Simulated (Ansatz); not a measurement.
Cd₄H₁₄Se₄, 22 atoms. Hardware: 2 threads of AMD EPYC 7R13 on a shared host and a share (18 GiB) of an NVIDIA H100 80GB HBM3.

In the def2 sets Cd takes a core potential; there is no spin–orbit coupling. Single mean-field runs in def2-TZVP are fitted with def2-universal-jkfit.

Problem. How many basis functions does each of these Ansatz runs have, and roughly what does it cost? PBE0-D4/def2-TZVP, charge 0 triplet at the geometry of the charge 0 singlet, energy; PBE0-D4/def2-TZVP, charge 1 doublet at the geometry of the charge 0 singlet, energy; PBE0-D4/def2-TZVP, charge 0 singlet, energy and forces; r2SCAN-D4/def2-TZVP, charge 0 singlet, energy, from earlier orbitals; PBE-D4/def2-TZVP, charge 0 triplet at the geometry of the charge 0 singlet, energy, from earlier orbitals; PBE0-D4/def2-TZVP, charge -1 doublet at the geometry of the charge 0 singlet, energy; PBE0-D4/def2-SVP, charge 0 singlet, energy, from earlier orbitals; PBE-D4/def2-SVP, charge 0 singlet, energy, from earlier orbitals; PBE-D4/def2-TZVP, charge 0 singlet, energy, from earlier orbitals; PBE-D4/def2-TZVP, charge -1 doublet at the geometry of the charge 0 singlet, energy, from earlier orbitals; PBE-D4/def2-TZVP, charge 1 doublet at the geometry of the charge 0 singlet, energy, from earlier orbitals.

Solution. Other jobs shared the machine, so times can vary by a factor of up to 3.

```json
{"run": "r2SCAN-D4/def2-TZVP, charge 0 singlet, energy, from earlier orbitals", "functions": "436", "fitting or Cholesky vectors": "2336", "wall time": "4.2 s", "peak host memory (GiB)": "0.94"}
{"run": "PBE-D4/def2-TZVP, charge -1 doublet at the geometry of the charge 0 singlet, energy, from earlier orbitals", "functions": "436", "fitting or Cholesky vectors": "2336", "wall time": "4.5 s", "peak host memory (GiB)": "1"}
{"run": "PBE-D4/def2-SVP, charge 0 singlet, energy, from earlier orbitals", "functions": "322", "fitting or Cholesky vectors": "3428", "wall time": "4.9 s", "peak host memory (GiB)": "0.98"}
{"run": "PBE-D4/def2-TZVP, charge 0 singlet, energy, from earlier orbitals", "functions": "436", "fitting or Cholesky vectors": "2336", "wall time": "6 s", "peak host memory (GiB)": "0.86"}
{"run": "PBE0-D4/def2-SVP, charge 0 singlet, energy, from earlier orbitals", "functions": "322", "fitting or Cholesky vectors": "3266", "wall time": "6.5 s", "peak host memory (GiB)": "1"}
{"run": "PBE0-D4/def2-TZVP, charge 0 singlet, energy and forces", "functions": "436", "fitting or Cholesky vectors": "2336", "wall time": "7 s", "peak host memory (GiB)": "1.2"}
{"run": "PBE0-D4/def2-TZVP, charge -1 doublet at the geometry of the charge 0 singlet, energy", "functions": "436", "fitting or Cholesky vectors": "2336", "wall time": "8 s", "peak host memory (GiB)": "1"}
{"run": "PBE-D4/def2-TZVP, charge 1 doublet at the geometry of the charge 0 singlet, energy, from earlier orbitals", "functions": "436", "fitting or Cholesky vectors": "2336", "wall time": "9.5 s", "peak host memory (GiB)": "1"}
{"run": "PBE-D4/def2-TZVP, charge 0 triplet at the geometry of the charge 0 singlet, energy, from earlier orbitals", "functions": "436", "fitting or Cholesky vectors": "2336", "wall time": "10 s", "peak host memory (GiB)": "1"}
{"run": "PBE0-D4/def2-TZVP, charge 1 doublet at the geometry of the charge 0 singlet, energy", "functions": "436", "fitting or Cholesky vectors": "2336", "wall time": "10 s", "peak host memory (GiB)": "1"}
{"run": "PBE0-D4/def2-TZVP, charge 0 triplet at the geometry of the charge 0 singlet, energy", "functions": "436", "fitting or Cholesky vectors": "2336", "wall time": "11 s", "peak host memory (GiB)": "1"}
```
